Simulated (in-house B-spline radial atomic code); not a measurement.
Whole-atom quantities along the 1-electron series, configuration 1s1. Computed with an all-electron radial atomic-structure program (B-spline basis): non-relativistic Hartree-Fock, average of the configuration, point nuclei.

This level leaves out relativity, spin-orbit splitting included, which matters for heavy ions.

```csv
ion,Z,E/Z² (Eh),Σ<r²> (bohr²),n(0)/Z³ (bohr⁻³),Lamb diamagnetic shielding (ppm)
Ne9+,10,-0.5,0.03,0.31831,177.5
Mg11+,12,-0.5,0.020833,0.31831,213.01
Al12+,13,-0.5,0.017751,0.31831,230.76
Si13+,14,-0.5,0.015306,0.31831,248.51
P14+,15,-0.5,0.013333,0.31831,266.26
S15+,16,-0.5,0.011719,0.31831,284.01
Cl16+,17,-0.5,0.010381,0.31831,301.76
Ar17+,18,-0.5,0.0092593,0.31831,319.51
K18+,19,-0.5,0.0083102,0.31831,337.26
Ca19+,20,-0.5,0.0075,0.31831,355.01
Sc20+,21,-0.5,0.0068027,0.31831,372.76
Ti21+,22,-0.5,0.0061983,0.31831,390.51
V22+,23,-0.5,0.0056711,0.31831,408.26
Cr23+,24,-0.5,0.0052083,0.31831,426.01
Mn24+,25,-0.5,0.0048,0.31831,443.76
Fe25+,26,-0.5,0.0044379,0.31831,461.51
Co26+,27,-0.5,0.0041152,0.31831,479.26
Ni27+,28,-0.5,0.0038265,0.31831,497.01
Cu28+,29,-0.5,0.0035672,0.31831,514.76
Zn29+,30,-0.5,0.0033333,0.31831,532.51
Ga30+,31,-0.5,0.0031217,0.31831,550.26
Ge31+,32,-0.5,0.0029297,0.31831,568.01
```

Task: With what power of Z does the column «Σ<r²> (bohr²)» change over this range?

Result: A fit of the logarithm of its size against log Z from Z = 10 to 32 has slope -2.00. Unscreened non-relativistic hydrogenic orbitals would give -2.
